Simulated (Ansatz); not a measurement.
Relaxation of H7NO2Si2 (12 atoms, charge 0, multiplicity 1), to a largest force component of 0.02 eV/Å in at most 40 steps.

Method: RKS B3LYP-D4/6-31G* in Ansatz 0.2.0.

```xyz
12
Properties=species:S:1:pos:R:3:forces:R:3
Si 0.000 0.000 0.000 -1.47 1.76 -0.67
O 0.000 0.000 1.680 -0.41 -0.58 -0.27
Si -1.315 -0.407 2.644 1.02 0.72 -0.18
H -2.239 -1.240 1.880 -0.44 -0.39 -0.26
H -0.851 -1.143 3.816 0.14 -0.28 0.33
H -1.999 0.809 3.073 -0.33 0.33 0.17
H 1.377 0.000 -0.486 0.30 0.09 0.08
N -0.857 1.485 -0.606 0.47 -0.99 0.23
H -1.877 1.430 -0.889 1.99 0.54 0.40
H -0.337 2.406 -0.677 -1.39 -1.57 0.00
O -0.791 -1.371 -0.559 -0.59 -0.24 1.71
H -1.246 -1.837 0.213 0.70 0.62 -1.54
```

Task: Where does it end, and by what steps?

Result: The forces met the threshold. After 25 steps the energy has fallen by 0.580 eV; H12 moved furthest, 1.41 Å.

```
step  energy less start (eV)  largest force component (eV/Å)  accepted
   0                  0.0000                           1.992       yes
   1                 -0.3582                           0.934       yes
   2                 -0.4525                           0.384       yes
   3                 -0.4862                           0.502       yes
   4                 -0.5194                           0.236       yes
   5                 -0.5303                           0.722       yes
   6                 -0.5532                           0.142       yes
   7                 -0.5471                           0.467        no
   8                 -0.5571                           0.043       yes
   9                 -0.5622                           0.051       yes
  10                 -0.5670                           0.113       yes
  11                 -0.5700                           0.147       yes
  12                 -0.5720                           0.152       yes
  13                 -0.5739                           0.157       yes
  14                 -0.5754                           0.080       yes
  15                 -0.5757                           0.123       yes
  16                 -0.5770                           0.060       yes
  17                 -0.5777                           0.048       yes
  18                 -0.5781                           0.095       yes
  19                 -0.5784                           0.042       yes
  20                 -0.5788                           0.045       yes
  21                 -0.5791                           0.032       yes
  22                 -0.5793                           0.057       yes
  23                 -0.5794                           0.043       yes
  24                 -0.5797                           0.035       yes
  25                 -0.5798                           0.010       yes
```

```xyz
12
Properties=species:S:1:pos:R:3
Si -0.133 -0.077 -0.020
O -0.490 -0.739 1.457
Si -1.352 -0.237 2.782
H -2.807 -0.144 2.481
H -1.151 -1.245 3.854
H -0.884 1.088 3.271
H 1.261 0.421 0.009
N -1.141 1.260 -0.386
H -2.054 1.128 -0.803
H -0.730 2.144 -0.657
O -0.364 -1.287 -1.131
H -0.290 -2.181 -0.769
```

Whether the end is a true minimum wasn't checked by a vibrational analysis.

Run time: 2.5 min on 2 threads of Intel(R) Xeon(R) Platinum 8259CL CPU @ 2.50GHz (Skylake/Cascade Lake) (shared host), peak memory 0.24 GiB.
